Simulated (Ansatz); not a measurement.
`C[CH2][SnH3]` + `OCF` → `FC[O][SnH3]` + `CC` at 700 K and 1 bar (ligand exchange at the Sn–C bond).

Program: Ansatz. Geometries: PBE0-D4/def2-TZVP. ΔE: electronic, gas phase. CCSD(T)/CBS adds triple-zeta CCSD(T) − MP2 to the extrapolated MP2 energy (def2 sets, frozen cores). This one scheme is used for every species. Elements past krypton have def2 core potentials. For Sn outer-core shells are correlated without core-valence functions, which leaves a few kJ/mol of doubt a bond. Each species was taken in one conformer, which may not be the lowest.

```
       species  CCSD(T)/CBS energy (Eh)  H − E (kJ/mol)  S (J/(mol·K))
`C[CH2][SnH3]`               -294.92046           294.8          436.4
         `OCF`               -214.81254           157.9          312.7
 `FC[O][SnH3]`               -430.03212           212.8          442.6
          `CC`                -79.71954           238.1          289.3
```

H − E and S are ideal-gas, rigid-rotor, harmonic terms from PBE0-D4/def2-TZVP, for one conformer and one mirror image of each species. 1 Eh = 2625.50 kJ/mol, R = 8.31446 J/(mol·K).

By hand: ΔE, ΔH, ΔS and ΔG.

ΔE = (-430.03212) + (-79.71954) − (-294.92046) − (-214.81254) = -0.01866 Eh = -49.0 kJ/mol. Δ(H − E) = 212.8 + 238.1 − 294.8 − 157.9 = -1.8, so ΔH = -50.8 kJ/mol. ΔS = 442.6 + 289.3 − 436.4 − 312.7 = -17.2 J/(mol·K). ΔG = -50.8 − 700 × (-17.2)/1000 = -38.8 kJ/mol.

By hand: the equilibrium constant, and the temperature at which ΔG would vanish if ΔH and ΔS stayed fixed.

log₁₀ K = −ΔG/(RT ln 10) = 2.9. ΔG = 0 at ΔH/ΔS = 2953 K, far beyond where these terms or the molecules hold.

ΔH outweighs TΔS. A doubt of 5 kJ/mol in ΔE shifts log₁₀ K by 0.4 here. Other conformers and mirror images would add mixing entropy, several J/(mol·K) or more a flexible species. These are equilibria of isolated gas molecules and say nothing of rates. Largest T1 diagnostic: 0.013 (customary marks: 0.02 for closed shells, 0.045 for open ones).
